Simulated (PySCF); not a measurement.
These are PBE-D3(BJ)/def2-TZVP // PBE-D3(BJ)/def2-SVP (PySCF) values and carry that method's errors. Gas-phase values, no solvent. One relaxed conformer stands for a flexible species; it need not be the lowest. Delta-SCF ions had no search for a lower state. 

Reference species (SMILES): `[F][GeH2][GeH2][F]` (F–Ge–Ge–F torsion 177°) (neutral, multiplicity 1).

```json
{
 "HOMO": "-7.29 eV",
 "vertical ionisation energy (Delta-SCF)": "10.23 eV"
}
```

Changed species: `[F][GeH2][F]` (n = 1; the reference has n = 2).

Question: Predict the effect on the HOMO and vertical ionisation energy (Delta-SCF).

Answer: the HOMO decreases by 1.17 eV, to -8.46 eV; the vertical ionisation energy (Delta-SCF) increases by 1.79 eV, to 12.02 eV.
